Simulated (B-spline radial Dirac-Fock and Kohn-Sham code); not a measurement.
## Subshell cross sections of As⁵⁺, photon energy 1000 eV

System: the As⁵⁺ ion, configuration [Ar] 3d10.

The computed values come from a B-spline atomic structure program: a relativistic central-field model (Hartree-Slater potential of the initial state, Latter tail, multipole expansion of the photon field, Dirac-Fock thresholds). The asymmetry parameter β is from the dipole term alone. Kinetic energies are from the vacuum level.

```tsv
subshell	electrons	binding (eV)	kinetic (eV)	σ (kb)	β
M1 (3s)	2	287.3	712.7	37.3	2.00
M2 (3p1/2)	2	227.6	772.4	44.9	1.61
M3 (3p3/2)	4	222.5	777.5	87.8	1.63
M4 (3d3/2)	4	119.7	880.3	38.3	1.18
M5 (3d5/2)	6	119.0	881.0	56.1	1.17
```

Branching ratios of the spin-orbit partners (statistical value in brackets): 3p 1.96 (2.00), 3d 1.46 (1.50).
